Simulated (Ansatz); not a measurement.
Relaxation of CH6BFS2Si (12 atoms, charge 0, multiplicity 1), to a largest force component of 0.015 eV/Å in at most 40 steps.

Level of theory: Ansatz 0.2.0, RKS PBE0/def2-SVP.

```xyz
12
Properties=species:S:1:pos:R:3
B 0.300 -1.559 -0.505
C -0.850 -0.440 -0.092
F -0.850 -0.255 1.267
S -2.421 -1.035 -0.561
S -0.555 1.139 -0.980
Si 1.092 1.881 0.235
H 1.417 -1.335 -0.256
H -0.021 -2.500 -1.065
H -2.052 -1.343 -1.913
H 2.247 0.962 0.140
H 0.673 1.970 1.666
H 1.507 3.207 -0.226
```

Where does it end, and by what steps?

The run converged. After 33 steps the energy has fallen by 1.097 eV; H9 moved furthest, 1.48 Å. Joined: B1–S5.

```csv
step,energy less start (eV),largest force component (eV/Å),accepted
0,0.0000,2.519,yes
2,-0.5586,0.820,yes
4,-0.8389,0.570,yes
6,-1.0243,0.361,yes
8,-1.0482,0.328,yes
10,-1.0547,0.074,yes
12,-1.0586,0.091,yes
14,-1.0608,0.090,yes
16,-1.0676,0.204,yes
18,-1.0457,0.944,no
20,-1.0824,0.149,yes
22,-1.0855,0.119,yes
24,-1.0789,0.403,no
26,-1.0929,0.079,yes
28,-1.0947,0.051,yes
30,-1.0961,0.068,yes
32,-1.0969,0.024,yes
33,-1.0970,0.004,yes
```

```xyz
12
Properties=species:S:1:pos:R:3
B 0.346 -1.178 -0.943
C -0.849 -0.583 -0.138
F -0.685 -0.342 1.190
S -2.566 -0.808 -0.577
S -0.099 0.849 -1.146
Si 1.130 1.805 0.394
H 1.388 -1.335 -0.356
H 0.123 -1.690 -2.011
H -2.469 -2.146 -0.739
H 2.014 0.816 1.060
H 0.237 2.500 1.360
H 1.918 2.803 -0.383
```

The run took 2.2 min on 2 threads of Arm Neoverse V2 (shared host), peak memory 0.33 GiB.
